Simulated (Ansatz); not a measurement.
Mulliken charges of `[CH3][Al]([OH])[SeH]` from ωB97M-V/def2-TZVPP in Ansatz (PBE0-D4/def2-TZVP geometry).

| atom | x (Å) | y (Å) | z (Å) | charge (e) |
| --- | --- | --- | --- | --- |
| C1 | 0.734 | 0.999 | -1.077 | -0.522 |
| Al2 | -0.092 | -0.219 | 0.181 | 0.579 |
| O3 | 0.197 | -1.883 | 0.043 | -0.379 |
| Se4 | -1.484 | 0.605 | 1.858 | -0.243 |
| H5 | 0.033 | 1.261 | -1.876 | 0.113 |
| H6 | 1.038 | 1.932 | -0.596 | 0.116 |
| H7 | 1.612 | 0.546 | -1.542 | 0.124 |
| H8 | -0.180 | -2.551 | 0.612 | 0.155 |
| H9 | -1.769 | -0.738 | 2.379 | 0.057 |

Problem. By hand: the dipole of these point charges (1 e Å = 4.8032 D).

Solution. Σ q r = (0.045, -0.085, -0.043) e Å, of length 0.105 e Å = 0.50 D.

Problem. How does the dipole of the full density compare? (Estimate.)

Solution. The calculation gave: (0.013, -0.147, -0.003) e Å, 0.71 D; the point charges give 0.70 times that, at 32° from its direction.

Point charges leave out the atoms' own dipoles, such as those of lone pairs, and Mulliken's split depends on the basis, so the two needn't agree.
